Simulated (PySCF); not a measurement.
Gas-phase reaction: 2 TaF5 + H2O2 → 2 TaOF3 + 2 F2 + H2

Method: PySCF energies plus ideal-gas RRHO corrections (1 bar). S°(298 K) at PBE0/def2-TZVP differs from the NASA 1993 table for H2O2 (-8 J/mol/K); whether the harmonic model or the table's entry is off was not settled. † marks an energy on the PBE0/def2-TZVP geometry and frequencies. CCSD(T) freezes the core. All species are closed-shell singlets. B3LYP is the form with VWN-RPA correlation. Ta: scalar-relativistic def2 core potential, no spin-orbit coupling. No R ln 2 is added for the mirror-image form of H2O2. TaOF3: computed as isolated molecules; such fragments, hydroxides, amides, oligomers or adducts are transient or little studied in the gas. CCSD(T) isn't extrapolated to the basis-set limit; its ΔH°(298 K) is 1043.3 kJ in def2-SVP and 1054.1 kJ in def2-TZVPP. The harmonic model lacks anharmonicity and excited electronic states, which grow with temperature; levels with a mode under 35 cm⁻¹ are left out. Internal rotation in H2O2 is treated as a harmonic vibration of one conformer, which makes the entropy rough. Soft modes under 120 cm⁻¹ make the harmonic entropy rough for TaF5.

| level | ΔE electronic, kJ | ΔH°(298 K), kJ | ΔS°(298 K), J/K | ΔG°(1400 K), kJ |
|---|---|---|---|---|
| B3LYP/def2-TZVP† | 1071 | 1039 | 260 | 678 |
| CCSD(T)/def2-TZVPP† | 1086 | 1054 | 260 | 693 |
| HF/def2-TZVP† | 1202 | 1170 | 260 | 809 |
| PBE0/def2-QZVP† | 1115 | 1083 | 260 | 722 |
| r2SCAN/def2-TZVP† | 1102 | 1070 | 260 | 709 |
| ωB97M-V/def2-TZVP† | 1110 | 1078 | 260 | 718 |
| ωB97X-V/def2-TZVP† | 1107 | 1075 | 260 | 714 |
ΔH° is lowest at B3LYP/def2-TZVP† and highest at HF/def2-TZVP†. No reference value is set beside these.
